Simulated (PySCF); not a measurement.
The complex TiCl2 (charge 0) contains Ti(II), shell d2. The structure is a PBE0-D3(BJ)/def2-TZVP geometry optimised for multiplicity 3; coordination linear, point group D∞h, metal–donor distances 2.24 Å.

The d shell alone is too small an active space for TiCl2 (an active orbital has only 0.69 squared overlap with the free ion's shell): its levels, fitted parameters, g values and moments show what this model gives and aren't sound predictions.

Method (PySCF 2.14, density fitting): CASSCF(2,5) with orbitals averaged over all microstates of the shell, strongly contracted NEVPT2 on the averaged canonical orbitals; basis x2c-TZVPall on the metal, x2c-SVPall elsewhere; spin-free X2C; gas phase; spin-orbit coupling by state interaction with the mean-field operator over all roots.

CASSCF energies above the lowest CASSCF root:

```json
{"state": "3Δg", "CASSCF / cm⁻¹": "0"}
{"state": "3Φg", "CASSCF / cm⁻¹": "1461"}
{"state": "3Σg-", "CASSCF / cm⁻¹": "1767"}
{"state": "3Πg", "CASSCF / cm⁻¹": "3318"}
{"state": "1Σg+", "CASSCF / cm⁻¹": "7546"}
{"state": "1Γg", "CASSCF / cm⁻¹": "10304"}
{"state": "1Πg", "CASSCF / cm⁻¹": "11086"}
{"state": "1Δg", "CASSCF / cm⁻¹": "11988"}
{"state": "3Σg-", "CASSCF / cm⁻¹": "13415"}
{"state": "3Πg", "CASSCF / cm⁻¹": "14920"}
{"state": "1Φg", "CASSCF / cm⁻¹": "17089"}
{"state": "1Πg", "CASSCF / cm⁻¹": "19015"}
{"state": "1Σg+", "CASSCF / cm⁻¹": "20255"}
{"state": "1Δg", "CASSCF / cm⁻¹": "21900"}
{"state": "1Σg+", "CASSCF / cm⁻¹": "40767"}
```

How does dynamic correlation (SC-NEVPT2) move these states?


```
state  NEVPT2 / cm⁻¹  shift / cm⁻¹
  3Δg              0             0
  3Φg           5042         +3580
 3Σg-           4296         +2530
  3Πg           5959         +2640
 1Σg+           7258          -288
  1Γg          11356         +1052
  1Πg          12511         +1424
  1Δg           9792         -2195
 3Σg-          15372         +1957
  3Πg          14288          -632
  1Φg          18463         +1374
  1Πg          18235          -780
 1Σg+          17009         -3246
  1Δg          23589         +1689
 1Σg+          36082         -4685
```

No frequencies were computed for the optimised geometry. NEVPT2 lifts 3Πg from 3318 to 5959 cm⁻¹; on the d shell alone such lifts tend to overshoot.
